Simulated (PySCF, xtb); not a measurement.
Sn(Me)4 (C₄H₁₂Sn), SMILES [CH3][Sn]([CH3])([CH3])[CH3].

Harmonic wavenumbers (cm⁻¹) from GFN2-xTB (xtb) at its own minimum, in rising order: 59, 73, 74, 75, 123, 123, 127, 127, 127, 419, 500, 501, 501, 686, 686, 686, 764, 764, 769, 769, 769, 1273, 1273, 1273, 1291, 1458, 1458, 1458, 1461, 1461, 1466, 1466, 1466, 3040, 3040, 3040, 3042, 3043, 3043, 3043, 3047, 3047, 3050, 3050, 3050.

What does PBE0-D3(BJ)/def2-SVP in PySCF give at its own minimum? (The exact figures need the calculation; the answer reports its results.)

85, 87, 87, 87, 131, 131, 138, 138, 138, 504, 530, 530, 530, 664, 664, 664, 777, 777, 779, 779, 779, 1208, 1208, 1208, 1220, 1429, 1429, 1429, 1431, 1431, 1441, 1441, 1441, 3065, 3065, 3065, 3065, 3178, 3178, 3178, 3179, 3179, 3179, 3179, 3179. Paired by order, the mean absolute difference is 46 cm⁻¹ and the zero-point energies are 88.7 and 90.1 kcal/mol.
